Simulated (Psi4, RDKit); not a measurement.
Internal rotation in H8N2Si2, SMILES N[SiH2][SiH2]N. Scanned: dihedral H5–N1–Si2–Si3; all other coordinates were relaxed at GFN2-xTB.

Atom numbering (GFN2-xTB optimised geometry, Å):
```
12

N      2.2328    -0.6169    -0.1923
Si     0.8169    -0.1439     0.6764
Si    -0.8568    -0.0276    -0.8882
N     -2.2677     0.4704    -0.0254
H      2.4661    -0.1414    -1.0487
H      3.0769    -0.8050     0.3239
H      1.0004     1.1162     1.4386
H      0.7009    -1.1843     1.7046
H     -1.2808    -1.2878    -1.5090
H     -0.5342     0.8623    -2.0312
H     -2.2079     1.2520     0.6065
H     -3.1466     0.5060    -0.5158
```

Methods: UFF // GFN2-xTB (RDKit); PBE/def2-TZVP // GFN2-xTB (Psi4); PBE-D3(BJ)/def2-TZVP // GFN2-xTB (Psi4); HF/cc-pVTZ // GFN2-xTB (Psi4); MMFF94 // GFN2-xTB (RDKit); MP2/cc-pVTZ = DF-MP2 (frozen core)/cc-pVTZ // GFN2-xTB run with Psi4 1.11.

Energies in kcal/mol, each method relative to its own lowest point.

```tsv
φ / °	UFF	PBE/def2-TZVP	PBE-D3(BJ)/def2-TZVP	HF/cc-pVTZ	MMFF94	MP2/cc-pVTZ
-150	1.6	0.8	0.7	0.8	1.1	0.9
-120	3.9	0.4	0.4	0.4	1.1	0.8
-90	0.0	0.9	1.0	1.1	0.0	1.1
-60	1.0	0.3	0.3	0.3	0.3	0.3
-30	3.2	0.6	0.6	0.4	1.7	0.6
0	6.9	0.9	0.9	0.4	3.8	0.9
30	3.5	0.3	0.3	0.1	2.0	0.3
60	1.3	0.0	0.0	0.0	0.6	0.0
90	0.2	0.8	0.8	0.9	0.2	1.0
120	3.1	1.0	1.1	0.9	1.1	1.4
150	2.9	0.4	0.4	0.2	1.1	0.5
180	1.5	0.4	0.4	0.3	0.8	0.4
```

Root-mean-square difference from the MP2/cc-pVTZ profile, itself a level with limits, after the best constant shift (kcal/mol): UFF 1.8, PBE/def2-TZVP 0.1, PBE-D3(BJ)/def2-TZVP 0.1, HF/cc-pVTZ 0.2, MMFF94 1.0.

MMFF94 has few fitted parameters for silicon.
